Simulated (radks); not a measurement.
Q: These are the eigenvalues of the occupied orbitals of an atom or ion with whole-number occupations (eV). Calculated with a radial shooting solver on a logarithmic mesh with Libxc functionals: scalar-relativistic Kohn-Sham, PBE, spin-polarised, spherical densities, finite nucleus; Fermi nuclear charge, rms radius of each element as measured or else 0.836 A^(1/3) + 0.57 fm.

| orbital | eigenvalue |
|---|---|
| 1s up | -90658.91 |
| 1s down | -90658.87 |
| 2s up | -16324.36 |
| 2s down | -16324.35 |
| 2p up | -13976.24 |
| 2p down | -13976.23 |
| 3s up | -3971.974 |
| 3s down | -3971.952 |
| 3p up | -3300.707 |
| 3p down | -3300.686 |
| 3d up | -2624.907 |
| 3d down | -2624.888 |
| 4s up | -943.4233 |
| 4s down | -943.3892 |
| 4p up | -723.3607 |
| 4p down | -723.3218 |
| 4d up | -471.3386 |
| 4d down | -471.2933 |
| 5s up | -198.6946 |
| 5s down | -198.6062 |
| 4f up | -193.8486 |
| 4f down | -193.7987 |
| 5p up | -136.8607 |
| 5p down | -136.7205 |
| 5d up | -67.6504 |
| 5d down | -67.2443 |
| 6s up | -51.4075 |

Which element is it, and in what charge state? The configuration may be excited. Open shells, if any, are filled with parallel spins first.

A: Z = 83, bismuth, charge +4: Bi4+ in [Xe] 4f14 5d10 6s1. The list shows which subshells hold electrons but not how many an open one holds; the 1s level, -3331.7 hartree, gives Z - s = 81.6 by -(Z - s)^2/2, which with screening and relativity narrows Z to a few neighbours, and the depths of the outer levels then fix element, charge and occupations together.
